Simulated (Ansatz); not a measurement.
Ansatz (a first-principles code) input:

Ansatz 0.2 input:
```yaml
crystal:
  periodic: [false, false, false]
  atoms:
    - {symbol: Mo, position_ang: [-0.11954773, 0.03556090, 0.02608223]}
    - {symbol: H, position_ang: [0.73311633, -0.90294857, 1.26910140]}
    - {symbol: H, position_ang: [0.91259540, 1.46497638, 0.02768451]}
    - {symbol: H, position_ang: [0.70726956, -1.04336429, -1.09948497]}
    - {symbol: H, position_ang: [0.21405614, -0.52490435, -1.62543823]}
    - {symbol: H, position_ang: [0.99316679, -1.25159023, 0.49482124]}
    - {symbol: H, position_ang: [1.46080048, 0.76427337, -0.16213779]}
basis:
  gaussian:
    orbitals: def2-SVPD
total_charge: 1
magnetization: {spin_polarized: true, initial_magnetization: 1}
correlation: {method: ccsd_t, electrons: outside_noble_gas}
output: {forces: true}
```

Q: Predict the final energy.

A: -70.85836 Eh (CCSD(T)/def2-SVPD). The basis has 82 functions.

The spin state was set by rule; other spins were not relaxed.
